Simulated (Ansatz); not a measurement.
Breaking a bond: B2, triplet.

Computed with full CI/def2-SVP, frozen core (Ansatz, a first-principles code).

Question: Relative to R = 1.61 Å, what are the energies at R = 1.38, 1.44, 1.71, 1.78 Å?

Answer: 21.4 kcal/mol at 1.38 Å, 10.7 kcal/mol at 1.44 Å, 2.0 kcal/mol at 1.71 Å, 5.4 kcal/mol at 1.78 Å.

The scan ran from 1.21 to 6.49 Å; beyond the distances shown full CI changes its symmetry label. Also computed but left out beside FCI, since their determinant holds another spin at the minimum (<S²> over 0.7 above the pure value): UHF, UMP2, UCCSD, UCCSD(T), UKS-PBE0, UKS-CAM-B3LYP, UHF/LANL2DZ.
